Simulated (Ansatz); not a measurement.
Ansatz results at the PBE0-D4/def2-TZVP geometry: ideal-gas entropy at 298 K and 1 bar (rigid rotor, harmonic PBE0-D4/def2-TZVP) 251 J/(mol·K); zero-point energy (PBE0-D4/def2-TZVP) 54.8 kJ/mol; size of the dipole moment (PBE/def2-TZVPP) 1.98 D.

Each molecule was computed in one conformer, which needn't be the lowest.

Which molecule gave them?
A. `C[SiH]N=C=O`•
B. `[O]B(F)F`•
C. `[Cl][Al][Cl]`•
D. `O=[C]O`•

D. The others give `C[SiH]N=C=O`•: 350, 153.2, 2.43; `[Cl][Al][Cl]`•: 290, 7.0, 1.31; `[O]B(F)F`•: 270, 31.7, 0.30.
